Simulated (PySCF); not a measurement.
A calculated (TPSS, PySCF 2.14, Sapporo-DKH3-DZP-2012, scalar relativity by spin-free X2C-1e) atom or ion has these occupied shells.

```csv
shell,electrons,orbital energy (eV),"rms radius, mean of both spins (bohr)"
1s β,1,-4894.1,0.0804
1s α,1,-4894.1,0.0804
2s α,1,-555.21,0.352
2s β,1,-554.67,0.352
2p α,3,-461.11,0.322
2p β,3,-460.67,0.322
3s α,1,-79.884,1.08
3s β,1,-78.061,1.08
3p α,3,-55.659,1.18
3p β,3,-53.816,1.18
3d α,2,-20.982,1.59
```

(1) Name the element and its charge.

Results:

(1) Ti²⁺ (titanium, charge +2), in [Ar] 3d2, high-spin 3F determinant.
